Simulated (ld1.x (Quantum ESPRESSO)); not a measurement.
## Varying the TM potential for germanium (Ge)

Base potential:

- Element: Ge
- Generator: ld1.x (Quantum ESPRESSO) 7.5
- Type: norm-conserving Troullier–Martins (Kleinman–Bylander form)
- Functional: PBE
- Relativity: scalar-relativistic
- Frozen core: [Ar]
- Valence charge: 14
- Reference configuration: 3d10 4s2 4p2
- Partial waves: 4s (bound): rc 1.90 bohr; 4p (bound): rc 1.80 bohr; 3d (bound): rc 1.20 bohr
- Local potential: all-electron potential smoothed inside 1.25 bohr (lloc = -1)
- Core correction: none

All-electron outer shells of the reference configuration (PBE, scalar-relativistic, ld1.x):

| shell | level (eV) | outermost node (bohr) | outermost maximum (bohr) |
| --- | --- | --- | --- |
| 3s | -168.49 | 0.26 | 0.54 |
| 3p | -115.62 | 0.23 | 0.54 |
| 3d | -29.31 | – | 0.50 |
| 4s | -11.73 | 0.77 | 1.75 |
| 4p | -3.90 | 0.82 | 2.22 |

Cutoffs, loose and tight: the cutoffs (Ry, on a coarse ladder) from which the occupation-weighted sum of valence levels, in a spherical-Bessel basis at the reference potential, stays within 10 and 1 mRy of its value at 400 Ry. They do not see the model core or the augmentation charge, which bear on the density cutoff. Test errors are all-electron minus pseudo excitation energies from the reference, over the configurations 3d10 4s2 4p1; 3d10 4s2 4p0; 3d10 4s1 4p0; 3d10 4s1 4p2; 3d9 4s2 4p3; 3d10 4s1 4p3; 3d9 4s2 4p2. A dash means not determined; rows that change the core or the reference have their own tests. The largest error is taken over the tests solved by every variant that gives reliable tests at all: 3d10 4s1 4p2; 3d10 4s1 4p3; 3d10 4s2 4p1.

A true bound ghost makes a file unfit for plane-wave use even where its test errors are small: the radial tests pick states by their node count and pass the ghost by. Where a test does run into it, the solver fails or the error is huge.

| change | outcome | cutoff, loose | cutoff, tight | bound ghosts | largest test error (meV) |
| --- | --- | --- | --- | --- | --- |
| base | generated | 200 Ry | over 300 Ry | s | -4.1 |
| wave 4p (bound): rc 1.80 bohr becomes 4p (bound): rc 2.74 bohr | generated | 200 Ry | over 300 Ry | s | +6.8 |
| local potential all-electron potential smoothed inside 1.14 bohr (lloc = -1) | generated | 200 Ry | over 300 Ry | s | +5.7 |
| type RRKJ; local potential the d channel; rho0 0.001 | generated | 200 Ry | over 300 Ry | s, p | +4.1 |
| core [Ar] 3d10, valence charge 4; reference 4s2 4p1.5; waves now 4p (bound): rc 2.00 bohr; 4s (bound): rc 1.40 bohr; local potential the s channel; core correction a·sin(br)/r model core inside 1.25 bohr | generated | 35 Ry | 80 Ry | none | -227 |
| core correction a·sin(br)/r model core inside 0.46 bohr | generated | 200 Ry | over 300 Ry | s | -6.2 |
| wave 4s (bound): rc 1.90 bohr becomes 4s (bound): rc 2.76 bohr | generated | 200 Ry | over 300 Ry | s | -61 |
| wave 4p (bound): rc 1.80 bohr becomes 4p (bound): rc 2.64 bohr | generated | 200 Ry | over 300 Ry | s | -4.7 |

(1) What comes out with this change to the base: all radii scaled by about 0.75 (s 1.42, p 1.34, d 0.90 bohr); local potential all-electron potential smoothed inside 0.94 bohr (lloc = -1)?

(2) What comes out with this change to the base: wave 3d (bound): rc 1.20 bohr becomes 3d (bound): rc 1.30 bohr?

Answers

(1) outcome: generated; cutoff, loose: 300 Ry; cutoff, tight: over 300 Ry; bound ghosts: s; largest test error (meV): +28.

(2) outcome: generated; cutoff, loose: 180 Ry; cutoff, tight: 300 Ry; bound ghosts: s; largest test error (meV): -4.1.
